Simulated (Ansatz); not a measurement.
The cluster Si₄Se₄⁺: single points at one geometry.

```yaml
crystal:
  periodic: [false, false, false]
  atoms:
    - {symbol: Si, position_ang: [-0.943727, -1.002367, 1.398126]}
    - {symbol: Si, position_ang: [0.441079, -1.614514, -1.100297]}
    - {symbol: Si, position_ang: [0.673649, 0.896629, 1.183534]}
    - {symbol: Si, position_ang: [-0.381879, 1.673106, -1.349328]}
    - {symbol: Se, position_ang: [1.804120, 0.544924, -0.849595]}
    - {symbol: Se, position_ang: [0.437480, -2.808975, 0.864582]}
    - {symbol: Se, position_ang: [-1.735715, -0.572552, -0.831121]}
    - {symbol: Se, position_ang: [-0.294997, 2.883749, 0.684099]}
basis:
  gaussian: {orbitals: def2-TZVP, initial_orbitals: start.molden}
total_charge: 1
magnetization: {spin_polarized: true, initial_magnetization: 1}
hamiltonian: {xc: {name: BLYP}, dispersion: d4}
scf: {omitted_lower_state_checks: [starts]}
output: {forces: true, orbitals: {seedname: orbitals}}
```

The file start.molden holds the orbitals of an earlier run on this structure, at another level or in another basis.

```sh
$ ansatz run in.yaml --threads 4 --pin off --events-out ev --progress --plain --max-ram 6963MiB
```

It prints (some lines left out):

```
Functional definition: BLYP
2556 factors; their error is unknown
mean field evaluation 1: about -292910.6416 eV, gradient 1.7e1 eV
mean field evaluation 2: about -292911.1683 eV, gradient 5.9e-1 eV
mean field evaluation 4: about -292911.0475 eV, gradient 1.2e-1 eV
mean field evaluation 8: about -292911.0475 eV, gradient 2.2e-5 eV
mean field -292911.04750595 eV, -10764.2824536048 hartree, gradient 2.2e-5 eV, S^2 0.755863; 0 other end points of the search recorded, 0 dependent functions left out
reference -292911.04788081 eV, -10764.2824673807 hartree; 96, 95 occupied and 244, 245 virtual orbitals, 2556 factors
Total energy: -292913.06028687 eV, -10764.3564219392 hartree
Atom 0 at    -0.943727    -1.002367     1.398126 Å, force    -0.145960    -0.019072     0.196417 eV/Å
Atom 1 at     0.441079    -1.614514    -1.100297 Å, force     0.079736    -0.118868    -0.234773 eV/Å
Atom 2 at     0.673649     0.896629     1.183534 Å, force     0.138628     0.033514     0.252267 eV/Å
Atom 3 at    -0.381879     1.673106    -1.349328 Å, force    -0.093002     0.118886    -0.279117 eV/Å
Atom 4 at     1.804120     0.544924    -0.849595 Å, force     0.160552    -0.020875    -0.049917 eV/Å
Atom 5 at     0.437480    -2.808975     0.864582 Å, force     0.073048    -0.149673     0.084746 eV/Å
Atom 6 at    -1.735715    -0.572552    -0.831121 Å, force    -0.160203    -0.010042    -0.066542 eV/Å
Atom 7 at    -0.294997     2.883749     0.684099 Å, force    -0.052799     0.166130     0.096920 eV/Å
Dipole moment:     0.019337     0.049752    -0.048447 e Å
Checks for a lower state left out: starts
```

Hardware: 4 threads of Arm Neoverse N1 on a shared host. Wall time 39 s, peak host memory 1.1 GiB.

The first input with `hamiltonian: {xc: r2scan, dispersion: d4}`, `output: {orbitals: {seedname: orbitals}}` (abridged; 1.8 min):

```
Functional definition: r2SCAN
mean field -292903.19348304 eV, -10763.9938235865 hartree, gradient 2.6e-5 eV, S^2 0.776412
Total energy: -292903.39201942 eV, -10764.0011196638 hartree
Checks for a lower state left out: starts
```

The first input with `gaussian: {orbitals: 6-31G}`, `hamiltonian: {xc: {name: B3LYP}, dispersion: d4}`, `output: {orbitals: {seedname: orbitals}}` (abridged; 29 s):

```
Functional definition: B3LYP
mean field evaluation 16: about -292864.5646 eV, gradient 5.6e-3 eV
mean field evaluation 32: about -292864.5646 eV, gradient 2.4e-5 eV
mean field -292864.56463222 eV, -10762.5742395025 hartree, gradient 1.7e-5 eV, S^2 0.762978
Total energy: -292866.18913862 eV, -10762.6339390113 hartree
Checks for a lower state left out: starts
```

The first input with `gaussian: {orbitals: def2-SVP, initial_orbitals: start.molden}`, `hamiltonian: {xc: pbe, dispersion: d4}`, `output: {orbitals: {seedname: orbitals}}` (abridged; 17 s):

```
Functional definition: PBE
mean field -292809.69864209 eV, -10760.5579515545 hartree, gradient 1.7e-5 eV, S^2 0.757572
Total energy: -292810.66599190 eV, -10760.5935010044 hartree
Checks for a lower state left out: starts
```

First input, but with `gaussian: {orbitals: def2-SVP, initial_orbitals: start.molden}`, `hamiltonian: {xc: pbe0, dispersion: d4}`, `output: {orbitals: {seedname: orbitals}}` (abridged; 41 s):

```
Functional definition: PBE0
mean field -292820.03443296 eV, -10760.9377848634 hartree, gradient 2.7e-5 eV, S^2 0.776951
Total energy: -292820.87572462 eV, -10760.9687017617 hartree
Checks for a lower state left out: starts
```

The first input with `hamiltonian: {xc: pbe0, dispersion: d4}`, `output: {orbitals: {seedname: orbitals}}` (abridged; 2.2 min):

```
Functional definition: PBE0
mean field -292863.19811375 eV, -10762.5240208749 hartree, gradient 3.7e-5 eV, S^2 0.778387
Total energy: -292864.03941068 eV, -10762.5549379668 hartree
Checks for a lower state left out: starts
```

As the first input, with `hamiltonian: {xc: pbe, dispersion: d4}`, `output: {orbitals: {seedname: orbitals}}` (abridged; 37 s):

```
Functional definition: PBE
mean field -292852.83538888 eV, -10762.1431977600 hartree, gradient 2.3e-5 eV, S^2 0.758250
Total energy: -292853.80274533 eV, -10762.1787474539 hartree
Checks for a lower state left out: starts
```

Geometry: PBE-D4/def2-SVP.

The 6-31G sets use Cartesian d functions. B3LYP takes the VWN-RPA correlation. The structure comes from a short search, and lower isomers may exist.
